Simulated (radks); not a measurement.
Task: Species: Ho8+. Configuration: [Kr] 4d10 4f10 5s2 5p1 (the NIST ground configuration). All-electron calculation, Dirac Kohn-Sham, relativistic LDA (MacDonald-Vosko exchange, VWN5 correlation), spin-unpolarised, spherical densities, finite nucleus; open shells fill j = l - 1/2 first; Fermi nuclear charge, rms radius 5.2022 fm. Program: a radial shooting solver on a logarithmic mesh with Libxc functionals. Some entries of the table are withheld. Estimate them.

orbital  occ.  eigenvalue (hartree)  <r^2> (bohr^2)
1s1/2       2             -2027.944       0.0005931
2s1/2       2             -343.2355        0.009173
2p1/2       2                   (1)        0.006619
2p3/2       4                   (2)        0.007838
3s1/2       2             -80.12350             (3)
3p1/2       2             -73.07637         0.05615
3p3/2       4             -66.56776         0.06304
3d3/2       4             -54.37382         0.04971
3d5/2       6             -52.94318         0.05163
4s1/2       2             -19.35666          0.3054
4p1/2       2                   (4)          0.3188
4p3/2       4                   (5)          0.3568
4d3/2       4             -10.41596          0.4010
4d5/2       6             -10.14682          0.4156
5s1/2       2              -5.92022           1.548
5p1/2       1              -5.04412           1.786
5p3/2       0              -4.77795           1.964
4f5/2       6              -4.48868          0.6412
4f7/2       4              -4.44708          0.6544
5d3/2       0              -3.46597           2.739
5d5/2       0              -3.42506           2.806
6s1/2       0              -2.79819           5.619

Result: 
(1) 2p1/2 eigenvalue (hartree): -327.3040
(2) 2p3/2 eigenvalue (hartree): -296.1732
(3) 3s1/2 <r^2> (bohr^2): 0.06068
(4) 4p1/2 eigenvalue (hartree): -16.54619
(5) 4p3/2 eigenvalue (hartree): -15.07712
